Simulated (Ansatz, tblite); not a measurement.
Forces on Sr₈O₈ (started as a model of: 2x2x4 SrO rock-salt block) at its r2SCAN-D4/def2-SVP geometry. Charge 0, multiplicity 1.

In the def2 sets Sr takes a core potential; there is no spin–orbit coupling. The xTB rows come from tblite.

GFN2-xTB (tblite), largest force 0.24 eV/Å:

```xyz
16
positions Å, forces eV/Å
Sr   -1.320   -2.124   -3.112   -0.128   -0.192    0.060
O    -1.015   -1.578   -0.827    0.009    0.015    0.008
Sr   -0.836   -1.219    1.593   -0.057   -0.089   -0.028
O    -0.421   -0.507    3.824   -0.087   -0.133    0.007
O    -1.689    0.104   -3.492   -0.127    0.092    0.026
Sr   -1.651    0.744   -1.201   -0.074    0.064    0.049
O    -1.221    1.151    1.179    0.011   -0.011   -0.011
Sr   -1.010    1.679    3.479   -0.200    0.130   -0.008
O     0.881   -1.580   -3.433    0.134   -0.079    0.033
Sr    1.378   -1.242   -1.131    0.086   -0.042    0.053
O     1.503   -0.635    1.242   -0.014    0.006   -0.012
Sr    1.829   -0.182    3.544    0.199   -0.132    0.001
Sr    0.501    0.627   -3.911    0.128    0.194   -0.052
O     0.733    1.062   -1.594   -0.007   -0.010    0.015
Sr    1.108    1.716    0.740    0.046    0.067   -0.074
O     1.229    1.984    3.101    0.080    0.120   -0.066
```

PBE-D4/def2-SVP (Ansatz), largest force 0.14 eV/Å:

```
Sr -0.069 -0.107 -0.052
O -0.005 -0.008 -0.003
Sr -0.051 -0.077 0.022
O -0.016 -0.023 0.038
O -0.034 0.014 -0.030
Sr -0.079 0.052 -0.002
O -0.007 0.006 0.005
Sr -0.084 0.078 0.076
O 0.027 -0.026 -0.028
Sr 0.079 -0.051 0.002
O 0.008 -0.004 0.006
Sr 0.102 -0.045 0.080
Sr 0.051 0.073 -0.104
O 0.004 0.006 -0.007
Sr 0.051 0.076 -0.022
O 0.023 0.036 0.021
```

PBE0-D4/def2-SVP (Ansatz), largest force 0.20 eV/Å:

```
Sr 0.101 0.157 0.076
O 0.000 0.000 -0.013
Sr 0.080 0.120 -0.032
O 0.029 0.043 -0.044
O 0.054 -0.027 0.031
Sr 0.123 -0.081 -0.001
O 0.004 0.001 0.013
Sr 0.124 -0.114 -0.111
O -0.047 0.040 0.029
Sr -0.124 0.080 -0.006
O -0.001 0.005 0.013
Sr -0.151 0.066 -0.117
Sr -0.075 -0.109 0.153
O -0.003 -0.005 -0.012
Sr -0.078 -0.119 0.038
O -0.036 -0.055 -0.015
```
